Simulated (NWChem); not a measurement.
System: GaHOBrF; SMILES [OH][Ga]([F])[Br]

Here is an NWChem input.

```
start job
memory heap 200 mb stack 900 mb global 1100 mb
geometry units angstroms noautoz
  Ga     0.038617    -0.731480     0.000000
  F     -1.436142    -1.665477     0.000000
  Br    -0.068479     1.515126     0.000000
  O      1.573228    -1.600747     0.000000
  H      1.463615    -2.559066     0.000000
end
basis spherical
  * library def2-svpd
end
dft
  xc b3lyp
  iterations 150
end
tddft
  cis
  nroots 6
  notriplet
end
task tddft energy
```

Parts of the log:

```
             Northwest Computational Chemistry Package (NWChem) 7.3.0
             --------------------------------------------------------

 CS  symmetry detected

                             Geometry "geometry" -> ""
                             -------------------------

 Output coordinates in angstroms (scale by  1.889725989 to convert to a.u.)

  No.       Tag          Charge          X              Y              Z
 ---- ---------------- ---------- -------------- -------------- --------------
    1 Ga                  31.0000     0.01302865    -0.73242112     0.00000000
    2 F                    9.0000    -1.49455252    -1.61245722     0.00000000
    3 Br                  35.0000    -0.01272603     1.51658861     0.00000000
    4 O                    8.0000     1.51518936    -1.65663389     0.00000000
    5 H                    1.0000     1.37098080    -2.61036037     0.00000000

 Effective nuclear repulsion energy (a.u.)     534.4293638060

      Symmetry information
      --------------------

 Group name             Cs
 Group number              2
 Group order               2
 No. of unique centers     5

                                 NWChem DFT Module
                                 -----------------

 Summary of "ao basis" -> "ao basis" (spherical)
 ------------------------------------------------------------------------------
       Tag                 Description            Shells   Functions and Types
 ---------------- ------------------------------  ------  ---------------------
 Ga                        def2-svpd                14       38   6s4p4d
 F                         def2-svpd                 9       23   4s3p2d
 Br                        def2-svpd                15       41   6s5p4d
 O                         def2-svpd                 9       23   4s3p2d
 H                         def2-svpd                 4        8   2s2p

      Symmetry analysis of basis
      --------------------------

        a'         92
        a"         41

            General Information
            -------------------
          SCF calculation type: DFT
          Wavefunction type:  closed shell.
          No. of atoms     :     5
          No. of electrons :    84
           Alpha electrons :    42
            Beta electrons :    42
          Charge           :     0
          Spin multiplicity:     1
          Use of symmetry is: off; symmetry adaption is: on
          Maximum number of iterations: 150
          AO basis - number of functions:   133
                     number of shells:    51
          Convergence on energy requested:  1.00D-06
          Convergence on density requested:  1.00D-05
          Convergence on gradient requested:  5.00D-04

              XC Information
              --------------
                         B3LYP Method XC Potential
                     Hartree-Fock (Exact) Exchange  0.200
                        Slater Exchange Functional  0.800 local
                    Becke 1988 Exchange Functional  0.720 non-local
              Lee-Yang-Parr Correlation Functional  0.810
                  VWN I RPA Correlation Functional  0.190 local

             Grid Information
             ----------------
          Grid used for XC integration:  medium
          Radial quadrature: Mura-Knowles
          Angular quadrature: Lebedev.
          Tag              B.-S. Rad. Rad. Pts. Rad. Cut. Ang. Pts.
          ---              ---------- --------- --------- ---------
          Ga                  1.30      112          12.0       590
          F                   0.50       49          13.0       434
          Br                  1.15      112          12.0       590
          O                   0.60       49          13.0       434
          H                   0.35       45          14.0       434
          Grid pruning is: on
          Number of quadrature shells:   367
          Spatial weights used:  Erf1

      Superposition of Atomic Density Guess
      -------------------------------------

 Sum of atomic energies:       -4669.55509517

      Non-variational initial energy
      ------------------------------

 Total energy =   -4670.094668
 1-e energy   =   -7575.264916
 2-e energy   =    2370.740884
 HOMO         =      -0.418617
 LUMO         =      -0.070250

[...]

                                NWChem TDDFT Module
                                -------------------

            General Information
            -------------------
           No. of orbitals :     266
            Alpha orbitals :     133
             Beta orbitals :     133
        Alpha frozen cores :       0
         Beta frozen cores :       0
     Alpha frozen virtuals :       0
      Beta frozen virtuals :       0
         Spin multiplicity :       1
    Number of AO functions :     133
        Use of symmetry is : off
      Symmetry adaption is : on
         Schwarz screening :  0.10D-07

              XC Information
              --------------
                  B3LYP Method XC Potential
              Hartree-Fock (Exact) Exchange   0.20
                 Slater Exchange Functional   0.80 local
             Becke 1988 Exchange Functional   0.72 non-local
       Lee-Yang-Parr Correlation Functional   0.81
           VWN I RPA Correlation Functional   0.19 local

             TDDFT Information
             -----------------
          Calculation type : Tamm-Dancoff TDDFT
         Wavefunction type : Restricted singlets
          No. of electrons :      84
           Alpha electrons :      42
            Beta electrons :      42
              No. of roots :       6
          Max subspacesize :    5200
            Max iterations :     100
               Target root :       1
           Target symmetry : none
      Symmetry restriction : off
                 Algorithm : Optimal
        Davidson threshold :  0.10D-03

    6 smallest eigenvalue differences (eV)
--------------------------------------------------------
  No. Spin  Occ  Vir  Irrep   E(Occ)    E(Vir)   E(Diff)
--------------------------------------------------------
    1    1   42   43 a'       -0.325    -0.085     6.530
    2    1   41   43 a"       -0.329    -0.085     6.638
    3    1   40   43 a"       -0.357    -0.085     7.405
    4    1   42   44 a"       -0.325    -0.044     7.655
    5    1   41   44 a'       -0.329    -0.044     7.764
    6    1   39   43 a'       -0.372    -0.085     7.798
--------------------------------------------------------

  Entering Davidson iterations
  Restricted singlet excited states

  Iter   NTrls   NConv    DeltaV     DeltaE      Time
  ----  ------  ------  ---------  ---------  ---------
    1      6       0     0.17E+00   0.10+100       68.2
    2     12       0     0.37E-01   0.45E-01       70.4
    3     18       0     0.13E-01   0.20E-02       69.0
    4     24       0     0.39E-02   0.36E-03       69.0
    5     30       3     0.17E-02   0.26E-04       69.3
    6     33       4     0.58E-03   0.41E-05       66.4
    7     35       5     0.20E-03   0.57E-06       62.4
    8     36       6     0.93E-04   0.50E-07       57.0
  ----  ------  ------  ---------  ---------  ---------
  Convergence criterion met

  Ground state a'      -4674.206603622432 a.u.

  ----------------------------------------------------------------------------
  Root   1 singlet a'             0.201907975 a.u.                5.4942 eV
  ----------------------------------------------------------------------------
     Transition Moments    X  0.36637   Y  0.03412   Z -0.00000
     Dipole Oscillator Strength                    0.0182242615
     Electric Quadrupole                           0.0000000061
     Magnetic Dipole                               0.0000000139
     Total Oscillator Strength                     0.0182242816

     Occ.   42  a'  ---  Virt.   43  a'      -0.99461
     Occ.   42  a'  ---  Virt.   45  a'       0.06024
  ----------------------------------------------------------------------------
  Root   2 singlet a"             0.203621191 a.u.                5.5408 eV
  ----------------------------------------------------------------------------
     Transition Moments    X -0.00000   Y  0.00000   Z  0.22305
     Dipole Oscillator Strength                    0.0067533546
     Electric Quadrupole                           0.0000000774
     Magnetic Dipole                               0.0000002507
     Total Oscillator Strength                     0.0067536826

     Occ.   40  a"  ---  Virt.   43  a'       0.10146
     Occ.   41  a"  ---  Virt.   43  a'      -0.99134
     Occ.   41  a"  ---  Virt.   45  a'       0.05674
  ----------------------------------------------------------------------------
  Root   3 singlet a"             0.229134691 a.u.                6.2351 eV
  ----------------------------------------------------------------------------
     Transition Moments    X  0.00000   Y -0.00000   Z -0.47632
     Dipole Oscillator Strength                    0.0346571021
     Electric Quadrupole                           0.0000000905
     Magnetic Dipole                               0.0000002368
     Total Oscillator Strength                     0.0346574295

     Occ.   37  a"  ---  Virt.   43  a'       0.05708
     Occ.   40  a"  ---  Virt.   43  a'       0.98818
     Occ.   40  a"  ---  Virt.   46  a'      -0.05809
     Occ.   41  a"  ---  Virt.   43  a'       0.09975
  ----------------------------------------------------------------------------
  Root   4 singlet a"             0.239563079 a.u.                6.5188 eV
  ----------------------------------------------------------------------------
     Transition Moments    X  0.00000   Y -0.00000   Z -0.03453
     Dipole Oscillator Strength                    0.0001904610
     Electric Quadrupole                           0.0000000004
     Magnetic Dipole                               0.0000001287
     Total Oscillator Strength                     0.0001905901

[...]
```

Level: B3LYP/def2-SVPD, TDA. Coordinates come from a PBE0/def2-SVP optimisation.
